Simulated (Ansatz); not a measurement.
Molecular dynamics, step by step

SiNH4Cl3, closed shell, PBE-D4/def2-SVP (Ansatz 0.2.0). Settings (timestep in fs, temperature in K; T counts 21 degrees of freedom):

```yaml
hamiltonian: {xc: pbe, dispersion: d4}
md: {n_steps: 30, timestep: 1.0, temperature: 300, ensemble: nve, seed: 495, initial_velocities: maxwell_boltzmann}
```

Start, the saddle point found with PBE0-D4 in triple zeta (not stationary at another level):

Si1  (-0.823, -0.337, 0.017)
N2  (0.940, 0.038, 0.317)
Cl3  (-1.002, -1.140, -1.823)
Cl4  (-1.103, -1.891, 1.350)
H5  (-1.742, 0.710, 0.444)
H6  (0.959, 0.996, -0.287)
Cl7  (0.049, 2.111, -1.257)
H8  (1.562, -0.672, -0.061)
H9  (1.161, 0.185, 1.298)
(Å)

```csv
step,time (fs),potential energy less the start (meV),kinetic energy (meV),T (K)
0,0.00,0.0,271.4,300
2,2.00,52.5,219.6,243
4,4.00,88.9,184.3,204
6,6.00,57.8,213.8,236
8,8.00,39.0,233.3,258
10,10.00,18.5,253.5,280
12,12.00,13.4,256.9,284
14,14.00,74.6,198.4,219
16,16.00,52.9,219.7,243
18,18.00,-31.4,301.9,334
20,20.00,-57.2,328.0,362
22,22.00,-19.6,291.5,322
24,24.00,17.0,255.7,283
26,26.00,14.3,257.3,284
28,28.00,16.0,257.0,284
30,30.00,-21.5,292.3,323
```

Step 2, positions (Å) and forces (eV/Å):

| atom | x | y | z | Fx | Fy | Fz |
| --- | --- | --- | --- | --- | --- | --- |
| Si1 | -0.811 | -0.338 | 0.019 | -1.138 | 0.634 | 0.193 |
| N2 | 0.931 | 0.043 | 0.314 | 1.400 | -1.093 | 0.722 |
| Cl3 | -1.002 | -1.139 | -1.822 | 0.000 | -0.308 | -0.619 |
| Cl4 | -1.109 | -1.894 | 1.350 | -0.002 | -0.460 | 0.346 |
| H5 | -1.747 | 0.709 | 0.484 | 0.052 | 0.009 | -0.041 |
| H6 | 0.941 | 0.957 | -0.290 | 0.164 | 1.142 | -0.766 |
| Cl7 | 0.048 | 2.110 | -1.258 | -0.101 | -0.028 | -0.003 |
| H8 | 1.587 | -0.672 | -0.062 | -0.232 | 0.205 | 0.124 |
| H9 | 1.210 | 0.259 | 1.284 | -0.142 | -0.101 | 0.043 |

Step 4, positions (Å) and forces (eV/Å):

```
atom       x       y       z      Fx      Fy      Fz
 Si1  -0.802  -0.338   0.021  -1.583   0.715   0.470
  N2   0.925   0.046   0.313   2.290  -0.797   1.067
 Cl3  -1.003  -1.137  -1.822   0.022  -0.262  -0.568
 Cl4  -1.115  -1.897   1.349   0.015  -0.456   0.299
  H5  -1.749   0.709   0.521   0.264  -0.190  -0.213
  H6   0.928   0.959  -0.322   0.108   0.955  -0.699
 Cl7   0.047   2.108  -1.259  -0.096   0.017  -0.040
  H8   1.605  -0.665  -0.059  -0.512   0.404   0.274
  H9   1.253   0.329   1.272  -0.509  -0.385  -0.590
```

Step 22, positions (Å) and forces (eV/Å):

| atom | x | y | z | Fx | Fy | Fz |
| --- | --- | --- | --- | --- | --- | --- |
| Si1 | -0.752 | -0.337 | 0.086 | -0.257 | -0.254 | -0.470 |
| N2 | 1.002 | 0.059 | 0.303 | 0.616 | -0.353 | 0.143 |
| Cl3 | -1.005 | -1.127 | -1.838 | 0.133 | 0.264 | 0.570 |
| Cl4 | -1.167 | -1.942 | 1.355 | 0.043 | 0.047 | 0.089 |
| H5 | -1.655 | 0.799 | 0.465 | 0.216 | -0.360 | 0.004 |
| H6 | 1.013 | 1.154 | -0.715 | -1.001 | 0.388 | 0.031 |
| Cl7 | 0.026 | 2.125 | -1.289 | 0.806 | 0.023 | -0.134 |
| H8 | 1.670 | -0.746 | 0.218 | -0.558 | 0.486 | 0.145 |
| H9 | 1.177 | 0.543 | 1.209 | 0.002 | -0.239 | -0.379 |

Last step (30):

Si1  (-0.728, -0.352, 0.116)
N2  (1.043, 0.054, 0.288)
Cl3  (-1.004, -1.117, -1.837)
Cl4  (-1.190, -1.964, 1.360)
H5  (-1.590, 0.808, 0.382)
H6  (0.841, 1.181, -0.698)
Cl7  (0.020, 2.153, -1.317)
H8  (1.611, -0.797, 0.437)
H9  (1.127, 0.529, 1.190)
(Å)

Hardware: 8 CPU threads of an Arm Neoverse V1, shared host. Wall time about 25 s.
